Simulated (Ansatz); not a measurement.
Born–Oppenheimer molecular dynamics of COSe (3 atoms, charge 0, multiplicity 1). It starts from a relaxed structure.

These are results of Ansatz, RKS BHLYP-D4/def2-SVP, not measurements.

```
ensemble             : NVT, Langevin thermostat
time step            : 2 fs
steps asked          : 500
set temperature      : 1000 K
friction             : 0.05 /fs
temperature schedule : 125 steps to 1000 K, then 375 steps to 10 K
seed                 : 687949
```

First frame:

```xyz
3
Properties=species:S:1:pos:R:3
O -0.820 0.969 -0.350
C -0.120 0.120 -0.052
Se 0.929 -1.154 0.389
```

Task: How far do the bonds stretch over the last three quarters of this one trajectory? (Pairs bonded in most of those frames.)

Result: 
```
  bond  mean (Å)  spread (Å)  shortest  longest
 O1–C2     1.142       0.016      1.10     1.21
C2–Se3     1.722       0.036      1.64     1.83
```

Mean temperature of the second half: 379 K. The schedule's set-point averaged 340 K over the second half and the system 379 K. A run of 1 ps of so small a system gives no equilibrium averages.

The run took 9 min on 1 thread of Arm Neoverse V1 (shared host), peak memory 0.11 GiB.
